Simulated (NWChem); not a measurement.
# C$_{3}$H$_{10}$Si; SMILES CCC[SiH3]

```xyz
14

Si     0.0658     1.7801    -0.0007
C     -0.5870     0.0095    -0.0012
C      0.4938    -1.0721     0.0015
C     -0.0672    -2.4871     0.0004
H     -1.0655     2.7595    -0.0037
H      0.9116     2.0322    -1.2105
H      0.9065     2.0337     1.2123
H     -1.2425    -0.1082    -0.8831
H     -1.2465    -0.1076     0.8778
H      1.1511    -0.9386    -0.8759
H      1.1469    -0.9384     0.8820
H     -0.6956    -2.6678     0.8876
H      0.7351    -3.2412     0.0010
H     -0.6937    -2.6671    -0.8882
```
Atoms are numbered in this order, from 1.

All runs: NWChem. The geometry was optimised at PBE0/def2-SVP. Level: PBE0/def2-SVP with SMD (1 M gas to 1 M solution), gas-phase geometry. Reactions with the solvent are ignored.

Problem. Estimate the computed values for solvent water. Quantities: solvation free energy (kcal/mol); cavity-dispersion-structure term (kcal/mol); dipole in solution (D).

Solution. The solvation free energy (kcal/mol) is 2.5 and the cavity-dispersion-structure term (kcal/mol) is 3.4. The dipole in solution (D) is 1.11.
